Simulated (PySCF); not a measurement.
Isomers of C7H9NSi.

All values: PBE0/pcSseg-1 (PySCF) at GFN2-xTB geometries, gas phase, one conformer each.

Question: Rank by the highest Hirshfeld charge on any atom, lowest value first.
A. `[C@H]12[SiH2]C=C(C#N)[C@H](C1)C2`
B. `[CH2:1]=[C:2]1[SiH2:3][C@H:4]1[n:5]1[cH:6][cH:7][cH:8][cH:9]1` with Si3–C4–N5–C6 46°
C. `[H]/[N:9]=[CH:8]/[C:3](=[C:2]=[CH2:1])[C:4]#[C:5][SiH2:6][CH3:7]` with C2–C3–C8–N9 0°
D. `[CH:1]#[C:2]/[CH:3]=[C:4](/[C:5]#[N:6])[SiH:7]([CH3:8])[CH3:9]` with C3–C4–Si7–C8 -65°

Answer: B (+0.306 e), A (+0.346 e), C (+0.363 e), D (+0.384 e).

Question: Rank by HOMO energy, highest first.
A. `[H]/[N:2]=[CH:3]\[C:4]1=[CH:5][C@@:6]2([SiH3:7])[CH:8]=[CH:9][C@@H:10]12` with N2–C3–C4–C5 -173°
B. `[H]/[N:9]=[CH:8]/[C:3](=[C:2]=[CH2:1])[C:4]#[C:5][SiH2:6][CH3:7]` with C2–C3–C8–N9 0°
C. `[CH:1]#[C:2]/[CH:3]=[C:4](/[C:5]#[N:6])[SiH:7]([CH3:8])[CH3:9]` with C3–C4–Si7–C8 -65°
D. `C1([C@H]2C[C@H](C2)[SiH2]C=1)C#N`
E. `[CH2:1]=[C:2]1[SiH2:3][C@H:4]1[n:5]1[cH:6][cH:7][cH:8][cH:9]1` with Si3–C4–N5–C6 46°

Answer: E (-5.98 eV), B (-6.90 eV), A (-7.18 eV), C (-7.60 eV), D (-7.83 eV).

Question: Rank by LUMO energy, lowest first.
A. `[CH:1]#[C:2]/[CH:3]=[C:4](/[C:5]#[N:6])[SiH:7]([CH3:8])[CH3:9]` with C3–C4–Si7–C8 -65°
B. `[CH2:1]=[C:2]1[SiH2:3][C@H:4]1[n:5]1[cH:6][cH:7][cH:8][cH:9]1` with Si3–C4–N5–C6 46°
C. `[H]/[N:2]=[CH:3]\[C:4]1=[CH:5][C@@:6]2([SiH3:7])[CH:8]=[CH:9][C@@H:10]12` with N2–C3–C4–C5 -173°
D. `[H]/[N:9]=[CH:8]/[C:3](=[C:2]=[CH2:1])[C:4]#[C:5][SiH2:6][CH3:7]` with C2–C3–C8–N9 0°

Answer: A (-2.42 eV), D (-1.66 eV), C (-1.52 eV), B (-0.97 eV).

All values together:

| SMILES | μ (D) | HOMO (eV) | LUMO (eV) | lowest IAO charge (e) | highest IAO charge (e) | lowest Hirshfeld charge (e) | highest Hirshfeld charge (e) |
| --- | --- | --- | --- | --- | --- | --- | --- |
| C=C1[SiH2][C@H]1n1cccc1 | 2.25 | -5.98 | -0.97 | -0.269 (C) | +0.620 (Si) | -0.105 (C) | +0.306 (Si) |
| N#CC1=C[SiH2][C@H]2C[C@@H]1C2 | 4.31 | -7.83 | -1.77 | -0.405 (C) | +0.752 (Si) | -0.220 (N) | +0.346 (Si) |
| [H]/N=C\C1=C[C@@]2([SiH3])C=C[C@@H]12 | 2.62 | -7.18 | -1.52 | -0.428 (N) | +0.602 (Si) | -0.234 (N) | +0.310 (Si) |
| C#C/C=C(/C#N)[SiH](C)C | 4.22 | -7.60 | -2.42 | -0.719 (C) | +0.933 (Si) | -0.221 (N) | +0.384 (Si) |
| [H]/N=C/C(=C=C)C#C[SiH2]C | 0.65 | -6.90 | -1.66 | -0.714 (C) | +0.793 (Si) | -0.228 (N) | +0.363 (Si) |

Conformers: `[CH2:1]=[C:2]1[SiH2:3][C@H:4]1[n:5]1[cH:6][cH:7][cH:8][cH:9]1` with Si3–C4–N5–C6 46°; `[H]/[N:2]=[CH:3]\[C:4]1=[CH:5][C@@:6]2([SiH3:7])[CH:8]=[CH:9][C@@H:10]12` with N2–C3–C4–C5 -173°; `[CH:1]#[C:2]/[CH:3]=[C:4](/[C:5]#[N:6])[SiH:7]([CH3:8])[CH3:9]` with C3–C4–Si7–C8 -65°; `[H]/[N:9]=[CH:8]/[C:3](=[C:2]=[CH2:1])[C:4]#[C:5][SiH2:6][CH3:7]` with C2–C3–C8–N9 0°.
